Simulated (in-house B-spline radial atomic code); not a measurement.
## RPA and G0W0 on LDA exchange-only: Tl8+

Configuration [Xe] 4f14 5d5, highest spin, mean-field start LDA exchange-only. Computed with an all-electron radial atomic-structure program (B-spline basis): all electrons, scalar-relativistic (spin-free one-electron X2C), finite nucleus, each spin shell either full or empty, empty states to l = 9 with an (l + 1/2)⁻⁴ tail; G0W0 by contour deformation at full frequency.

Without the two-electron picture change, the correlation of inner shells comes somewhat too large for so heavy an element.

Command:
```bash
python run_gw.py task.json out
```
Settings (radii: box in bohr, nucleus in fm):
```
Z                        81
electrons                73
configuration            [Xe] 4f14 5d5
hamiltonian              x2c
method                   lda,
lmax                     9
rms_radius               5.4759
spin_polarised           True
box_radius               7.7
intervals                65
```

Time taken, with all properties: 4.6 s on 1 thread of Intel(R) Xeon(R) 6975P-C, on a shared host.

Energies (hartree):

| term | value |
| --- | --- |
| mean-field total | -20212.06048 |
| Hartree-Fock functional on these orbitals | -20226.81426 |
| direct second order | -7.499 |
| second-order exchange | 1.8778 |
| SOSEX correction | 1.7813 |

(1) What is the RPA correlation energy, and what remains with SOSEX?

Quasi-particle levels (eV):

| level | occupied | mean field | Σx - vxc | Σc | QP weight | G0W0 |
| --- | --- | --- | --- | --- | --- | --- |
| 5d up | yes | -128.61 | -11.50 | ? | ? | ? |
| 5p down | yes | -191.09 | -13.11 | -0.44 | 0.961 | -204.64 |
| 4f down | yes | -236.54 | -28.48 | 7.20 | 0.858 | -257.83 |
| 5d down | no | -123.04 | 9.23 | -3.45 | 0.971 | -117.26 |

G0W0 = mean field + (Σx - vxc) + Σc, with Σc (partial-wave tail included) taken at the quasi-particle energy. Only the outer levels were computed. Levels of low weight are left out.

(2) Where does G0W0 put 5d up?

Answers

(1) RPA gives -6.6648 hartree (-2.48 eV per electron); RPA + SOSEX gives -4.8835, and the second-order doubles -5.6212 hartree (no singles). RPA lacks exchange-type terms and so overcorrelates at short range.

(2) At -140.46 eV, with Σc = -0.35 eV and a quasi-particle weight of 0.970. The tabulated removal energy is 135 ± 2.2 eV (NIST, tabulated theory); the calculation leaves out spin-orbit coupling, Breit and QED terms, and what these don't explain is the method's own error.
